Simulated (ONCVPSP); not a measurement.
**Scattering properties, ONCV potential for neon**

ONCVPSP 4.0.1 input, shortened (lines: element, Z, core and valence counts, functional; n l f; lmax; l rc ep ncon nbas qcut; lloc lpopt rc5 dvloc0; l nproj debl; icmod fcfact rcfact), PBE, non-relativistic:

```
  Ne 10.00    1    2        4      upf
    1    0    2.00
    2    0    2.00
    2    1    5.50
    2
    0    0.50    0.00    3    8   10.90
    1    1.30    0.00    4    8   13.20
    2    1.25    0.06    4    7    6.50
    0    5    0.50    0.00
    0    0    2.70
    1    2    2.90
    2    1    3.10
    3    5.50    1.35
```

The phase is arctan(r·R′/R) of the radial function R(r), unwrapped; energies in Ha, scanned from -3 to 5 Ha. A pole is an energy at which the radial function vanishes at the test radius. The pseudo phase is shifted by a multiple of π to meet the all-electron one at the reference energy, and phase errors are pseudo minus all-electron; the curves can meet again beyond the range given. Levels narrower than the energy grid can be missing from the lists of poles.

Question: For each channel, where are the poles, and over which energies does the pseudopotential scatter like the atom?

Answer:

| channel | radius (bohr) | reference energy (Ha) | poles, all-electron | poles, pseudo | unbroken range about the reference energy with phases within 0.05 rad | phase error 1 Ha above the reference energy (rad) |
| --- | --- | --- | --- | --- | --- | --- |
| s | 0.51 | -1.67 | none | none | the whole range | -0.001 |
| p | 1.32 | -0.82 | -0.04 | -0.04 | the whole range | +0.000 |
| d | 1.27 | 0.06 | none | none | the whole range | +0.001 |

Phases in the p channel:

```json
{"E (Ha)": "-2.98", "all-electron": "1.010", "pseudo": "1.010"}
{"E (Ha)": "-2.76", "all-electron": "0.956", "pseudo": "0.956"}
{"E (Ha)": "-2.54", "all-electron": "0.885", "pseudo": "0.885"}
{"E (Ha)": "-2.32", "all-electron": "0.790", "pseudo": "0.790"}
{"E (Ha)": "-2.10", "all-electron": "0.655", "pseudo": "0.655"}
{"E (Ha)": "-1.88", "all-electron": "0.457", "pseudo": "0.457"}
{"E (Ha)": "-1.66", "all-electron": "0.163", "pseudo": "0.164"}
{"E (Ha)": "-1.44", "all-electron": "-0.230", "pseudo": "-0.230"}
{"E (Ha)": "-1.22", "all-electron": "-0.640", "pseudo": "-0.640"}
{"E (Ha)": "-1.00", "all-electron": "-0.964", "pseudo": "-0.964"}
{"E (Ha)": "-0.78", "all-electron": "-1.188", "pseudo": "-1.188"}
{"E (Ha)": "-0.56", "all-electron": "-1.343", "pseudo": "-1.343"}
{"E (Ha)": "-0.34", "all-electron": "-1.456", "pseudo": "-1.456"}
{"E (Ha)": "-0.12", "all-electron": "-1.542", "pseudo": "-1.542"}
{"E (Ha)": "0.10", "all-electron": "-1.614", "pseudo": "-1.614"}
{"E (Ha)": "0.32", "all-electron": "-1.676", "pseudo": "-1.676"}
{"E (Ha)": "0.54", "all-electron": "-1.733", "pseudo": "-1.733"}
{"E (Ha)": "0.76", "all-electron": "-1.788", "pseudo": "-1.788"}
{"E (Ha)": "0.98", "all-electron": "-1.845", "pseudo": "-1.845"}
{"E (Ha)": "1.20", "all-electron": "-1.905", "pseudo": "-1.905"}
{"E (Ha)": "1.42", "all-electron": "-1.972", "pseudo": "-1.972"}
{"E (Ha)": "1.64", "all-electron": "-2.049", "pseudo": "-2.049"}
{"E (Ha)": "1.86", "all-electron": "-2.142", "pseudo": "-2.142"}
{"E (Ha)": "2.08", "all-electron": "-2.258", "pseudo": "-2.258"}
{"E (Ha)": "2.30", "all-electron": "-2.406", "pseudo": "-2.406"}
{"E (Ha)": "2.52", "all-electron": "-2.596", "pseudo": "-2.596"}
{"E (Ha)": "2.74", "all-electron": "-2.834", "pseudo": "-2.833"}
{"E (Ha)": "2.96", "all-electron": "-3.108", "pseudo": "-3.108"}
{"E (Ha)": "3.18", "all-electron": "-3.388", "pseudo": "-3.387"}
{"E (Ha)": "3.40", "all-electron": "-3.636", "pseudo": "-3.635"}
{"E (Ha)": "3.62", "all-electron": "-3.836", "pseudo": "-3.835"}
{"E (Ha)": "3.84", "all-electron": "-3.991", "pseudo": "-3.990"}
{"E (Ha)": "4.06", "all-electron": "-4.109", "pseudo": "-4.108"}
{"E (Ha)": "4.28", "all-electron": "-4.201", "pseudo": "-4.200"}
{"E (Ha)": "4.50", "all-electron": "-4.274", "pseudo": "-4.272"}
{"E (Ha)": "4.72", "all-electron": "-4.332", "pseudo": "-4.331"}
{"E (Ha)": "4.94", "all-electron": "-4.380", "pseudo": "-4.379"}
```
